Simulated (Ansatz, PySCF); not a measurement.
System: silicon dioxide molecule, SiO$_{2}$ (charge 0, singlet). 
Structure (B3LYP-D3(BJ)/def2-TZVP (Ansatz, a first-principles code) minimum search):
```xyz
3

O      0.0000     0.0000    -1.5101
Si     0.0000     0.0000     0.0000
O      0.0000     0.0000     1.5101
```
Charge 0, spin multiplicity 1.

PBE beside other levels, property by property. Correlated levels leave the core frozen unless marked. Open shells are spin-unrestricted. No spin-orbit coupling. No relativistic terms. CBS marks a two-point X^-3 extrapolation of the correlation energy; Hartree-Fock from the larger set. Rows marked 298 K are enthalpies with B3LYP-D3(BJ) harmonic zero-point and thermal terms from PySCF. Atomisation energies are electronic, to ground-state atoms; the column to compare with has the core term from cc-pwCVTZ added, other frozen-core levels have none. The coupled-cluster column (Ansatz) is a level with limits of its own: (a) CCSD(T)/CBS(aug-cc-pV(T+d)Z,aug-cc-pV(Q+d)Z); (b) CCSD(T)/CBS(cc-pV(T+d)Z,cc-pV(Q+d)Z).

```csv
property,M06-2X/def2-TZVPD (PySCF),B2PLYP/def2-TZVPD (Ansatz),CCSD(T)/aug-cc-pV(T+d)Z (Ansatz),coupled cluster
atomisation energy (kcal/mol),292.7,294.5,285.5,298.0 (a)
"proton affinity at O, enthalpy at 298 K, to O=[Si]=[OH+] (kcal/mol)",163.9,162.2,164.7,164.4 (b)
```

**Question.** What does PBE/def2-TZVPD (Ansatz) give for each property, and on which side of coupled cluster does it fall?

**Answer.** 
- atomisation energy: PBE lies 10.9 kcal/mol above coupled cluster; PBE gives 308.9 kcal/mol.
- proton affinity at O, enthalpy at 298 K, to O=[Si]=[OH+]: PBE lies 3.2 kcal/mol below coupled cluster; PBE gives 161.2 kcal/mol.
